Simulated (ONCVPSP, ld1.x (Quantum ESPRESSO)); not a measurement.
Potentials for aluminium (Al) compared

Generated with ld1.x 7.5 (TM, RRKJ, ultrasoft, PAW), atompaw 4.2 or ONCVPSP 4.0.1. The cutoff is in Ry: for ld1.x and atompaw files where the sum of valence levels is converged to 10 mRy in a Bessel basis, for ONCV files where the hardest occupied wave has 1 mHa per electron of residual kinetic energy. The error is the largest all-electron minus pseudo excitation energy over each file’s own four to seven test configurations (ionisations up to +4, promotions, holes and added fractions of an electron), all of which were solved. The labels leave out finer settings (local radius, basis sizes, second energies), which also bear on the numbers. Spin-polarised tests are not counted. The rows are a selection from randomly drawn settings: files with unsolved tests, undetermined cutoffs or missed reference levels are left out.

| potential | cutoff (Ry) | largest error (meV) | bound ghosts |
| --- | --- | --- | --- |
| ONCV, PBEsol, scalar-relativistic, rc 1.45/1.60/1.45 (spd), local s, core correction yes, reference 3s1, qcut 4.2/6.2/5.5, projectors 0/2/2 | 13 | -291 | none |
| ultrasoft, PBE, scalar-relativistic, rc 2.00/2.75 (sp), local smoothed, core correction no, reference 3s2 3p0.75 | 8 | +58 | none |

Question: Fill in the row for Al: ONCV, Wu-Cohen, non-relativistic, rc 1.00/0.55/0.75 (spd), local smoothed, core correction yes, reference 2s2 2p6 3s2, qcut 12.2/13.4/14.9, projectors 2/1/1.

Answer: cutoff 1301 Ry, largest error +40 meV, bound ghosts: none.

Question: Fill in the row for Al: ONCV, LDA (Perdew-Wang 92), scalar-relativistic, rc 2.25/2.25/2.25 (spd), local d, core correction no, reference 3s2 3p1, qcut 2.3/3.3/3.7, projectors 2/3/0.

Answer: cutoff 43 Ry, largest error +81 meV, bound ghosts: none.

Question: Fill in the row for Al: TM, PBE, scalar-relativistic, rc 2.15/2.60 (sp), local s, core correction no, reference 3s2 3p1.

Answer: cutoff 10 Ry, largest error +32 meV, bound ghosts: none.
